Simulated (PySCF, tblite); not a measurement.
Isomers of C7H12SSi, one GFN2-xTB conformer each. Single-point energies are computed at PBE0/pcSseg-1 (PySCF, gas phase, no added dispersion term), electronic only.

| SMILES | GFN2-xTB relative energy (kJ/mol) |
| --- | --- |
| C1=C(C2CCCC2)S[SiH2]1 | 0.0 |
| C#C[SiH2]/C(=C\SC)CC | 292.8 |

Conformers: `[CH:1]1=[C:2]([CH:3]2[CH2:4][CH2:5][CH2:6][CH2:7]2)[S:8][SiH2:9]1` with C1–C2–C3–C4 -127°, C2–C3–C4–C5 -149°, C3–C4–C5–C6 3°, C4–C5–C6–C7 23°, C5–C6–C7–C3 -40°; `[CH:1]#[C:2][SiH2:3]/[C:4](=[CH:5]\[S:6][CH3:7])[CH2:8][CH3:9]` with C2–Si3–C4–C5 166°, C4–C5–S6–C7 -178°, Si3–C4–C8–C9 -70°.

What does PBE0/pcSseg-1 give for the same structures?

```
               SMILES  PBE0/pcSseg-1 E (Eh)  PBE0/pcSseg-1 (kJ/mol)  GFN2-xTB (kJ/mol)  point group
C1=C(C2CCCC2)S[SiH2]1            -960.98726                     0.0                0.0           C1
 C#C[SiH2]/C(=C\SC)CC            -960.90525                   215.3              292.8           C1
```

Both levels put the same isomer lowest. As drawn, the lower has a four-membered ring, which the higher lacks; the higher has a C≡C bond, which the lower lacks.

Which frontier levels, dipoles and rotational constants go with these structures?

| SMILES | HOMO (eV, PBE0/pcSseg-1) | LUMO (eV) | dipole (D) | A, B, C (MHz) |
| --- | --- | --- | --- | --- |
| C1=C(C2CCCC2)S[SiH2]1 | -6.14 | -0.41 | 1.56 | 3150, 642.5, 619.3 |
| C#C[SiH2]/C(=C\SC)CC | -6.10 | -0.35 | 2.11 | 2078, 601.3, 494.0 |

What happens when harmonic zero-point energies from GFN2-xTB frequencies are added?

```
               SMILES  ZPE (kJ/mol)  electronic (kJ/mol)  with ZPE (kJ/mol)
C1=C(C2CCCC2)S[SiH2]1         442.9                  0.0                0.0
 C#C[SiH2]/C(=C\SC)CC         420.0                215.3              192.5
```

The zero-point energies span 22.9 kJ/mol. The order is unchanged.
